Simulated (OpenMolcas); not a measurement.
**Tc2+: moving or changing the point charges**

Tc2+ among 6 point charges of -1.7 e arranged as an octahedron (Oh), 2.26 Å from the ion.

* Program: OpenMolcas 26.06
* Method: CASSCF
* Basis: ANO-RCC-VDZP [6s5p3d1f]
* Scalar Hamiltonian: DKH2, point nucleus
* Active space: 5 electrons in 5 orbitals (4d)
* State averaging: 2S+1 = 6 even, 1 root; 2S+1 = 4 even, 24 roots; 2S+1 = 2 even, 75 roots
* Spin-orbit coupling: state interaction with AMFI integrals over the reference wave functions

Runs around this geometry, states (labels of O, the rotations of Oh). Energies in cm-1 above the lowest state or level, χT in cm3 K/mol; 10Dq and B are least-squares fits to the states below 45000 cm-1, weighted by degeneracy, with a free offset, and given where the rms deviation is under 5 % of |10Dq| (or 100 cm-1) and under 700 cm-1.

```csv
R (Å),q (e),Ground state,10Dq,B (rms of fit),First gap with spin-orbit (degeneracies),χT at 300 K,First state of another spin
2.26,-1.36,6A1,6221,802 (195),"0.1 (2, 4)",4.376,4T1 19834
2.26,-1.7,6A1,7694,808 (248),"0.2 (2, 4)",4.375,4T1 18334
2.53,-1.7,6A1,4634,805 (164),"0.1 (2, 4)",4.377,4T1 21350
```

Taking |10Dq| as R^-n, n = -ln(4634 / 7694) / ln(2.53 / 2.26) = 4.5 between the shortest and longest distance. The point-charge formula for a cubic d site gives n = 5.

Scaling the charges by -1.36 / -1.7 = 0.80 scales |10Dq| by 6221 / 7694 = 0.81; with fixed orbitals a first-order splitting would follow the charge.

Without dynamic correlation the repulsion within the d shell is too large (B by tens of per cent), so at a given field states of lower spin stand too high. Point charges give a weaker field than real ligands, and real ions of this kind are as a rule low spin; the high spin found here belongs to the model. Point charges carry no covalency, so the field is a model and not that of real ligands. No measured value stands beside these numbers.
